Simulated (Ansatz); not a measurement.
`[OH][GeH3]` + `[NH2][GeH3]` → `[GeH3][NH][GeH3]` + H₂O at 400 K and 1 bar (ligand exchange at a Ge–O bond).

Program: Ansatz. Geometries: PBE0-D4/def2-TZVP. ΔE: electronic, gas phase. CBS: MP2 limit from def2 TZ/QZ plus the TZ coupled-cluster correction, frozen cores. This one scheme is used for every species. For Ge outer-core shells are correlated without core-valence functions, which leaves a few kJ/mol of doubt a bond. Scalar relativity is left out up to krypton.

```json
{"species": "`[OH][GeH3]`", "CCSD(T)/CBS energy (Eh)": "-2153.69723", "H − E (kJ/mol)": "116.2", "S (J/(mol·K))": "291.7"}
{"species": "`[NH2][GeH3]`", "CCSD(T)/CBS energy (Eh)": "-2133.81884", "H − E (kJ/mol)": "149.5", "S (J/(mol·K))": "296.9"}
{"species": "`[GeH3][NH][GeH3]`", "CCSD(T)/CBS energy (Eh)": "-4211.13400", "H − E (kJ/mol)": "195.5", "S (J/(mol·K))": "385.1"}
{"species": "H₂O", "CCSD(T)/CBS energy (Eh)": "-76.37941", "H − E (kJ/mol)": "69.8", "S (J/(mol·K))": "198.6"}
```

H − E and S are ideal-gas, rigid-rotor, harmonic terms from PBE0-D4/def2-TZVP. 1 Eh = 2625.50 kJ/mol, R = 8.31446 J/(mol·K).

Q: By hand: ΔE, ΔH, ΔS and ΔG.

A: ΔE = (-4211.13400) + (-76.37941) − (-2153.69723) − (-2133.81884) = 0.00266 Eh = 7.0 kJ/mol. Δ(H − E) = 195.5 + 69.8 − 116.2 − 149.5 = -0.4, so ΔH = 6.6 kJ/mol. ΔS = 385.1 + 198.6 − 291.7 − 296.9 = -4.9 J/(mol·K). ΔG = 6.6 − 400 × (-4.9)/1000 = 8.6 kJ/mol.

Q: By hand: the equilibrium constant, and the temperature at which ΔG would vanish if ΔH and ΔS stayed fixed.

A: log₁₀ K = −ΔG/(RT ln 10) = -1.1. ΔH and −TΔS have one sign here, so there is no such temperature.

The number of gas molecules stays the same, so ΔS is small and ΔH decides. A doubt of 5 kJ/mol in ΔE shifts log₁₀ K by 0.7 here. These are equilibria of isolated gas molecules and say nothing of rates. Largest T1 diagnostic: 0.011 (customary marks: 0.02 for closed shells, 0.045 for open ones).

ΔS is within the doubt of such terms, so its sign, and with it that verdict, could turn.
